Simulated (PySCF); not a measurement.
Input file for PySCF: R-HF/3-21G on FHSn (SMILES [F][SnH]), a point of a bond scan (R = 1.973 Å).

```python
from pyscf import gto, scf, dft, mp
from pyscf.data.elements import chemcore

mol = gto.M(
    atom='''
    Sn   -0.09096150   -0.17370643    0.21890608
    H    -1.12950542   -1.18065727   -1.12233078
    F     0.62035194    1.08604865   -1.10498931
    ''',
    basis='3-21g',
    charge=0, spin=0, verbose=3, max_memory=1800)
mf = scf.RHF(mol)
mf.conv_tol = 1e-8
mf.max_cycle = 100
mf.kernel()
if not mf.converged:
    mf = mf.newton().run(mf.mo_coeff, mf.mo_occ)
```

Program output:

```
converged SCF energy = -6095.76425683638
```

The run converged.

Cost: roughly 0.3 core-seconds.
